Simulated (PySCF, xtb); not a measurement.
C4H8O2, SMILES C[C@]1(O)C[C@@H]1O. One conformer was computed; it need not be the lowest.

Harmonic wavenumbers (cm⁻¹) from GFN2-xTB in xtb at its own minimum, in rising order: 142, 203, 233, 243, 286, 385, 398, 459, 487, 748, 841, 910, 933, 980, 1016, 1044, 1077, 1098, 1168, 1214, 1233, 1259, 1306, 1382, 1400, 1457, 1476, 1487, 2967, 3013, 3028, 3067, 3093, 3119, 3523, 3524.

What does ωB97X-D3(BJ)/def2-SVP in PySCF give at its own minimum? (An estimate is asked for; the answer gives what the named calculation found.)

198, 228, 263, 304, 330, 405, 425, 482, 521, 741, 846, 927, 947, 985, 1040, 1045, 1102, 1127, 1220, 1277, 1286, 1334, 1361, 1409, 1428, 1469, 1473, 1550, 3065, 3141, 3151, 3160, 3198, 3267, 3864, 3880. Paired by order, the mean absolute difference is 63 cm⁻¹ and the zero-point energies are 71.8 and 75.0 kcal/mol.
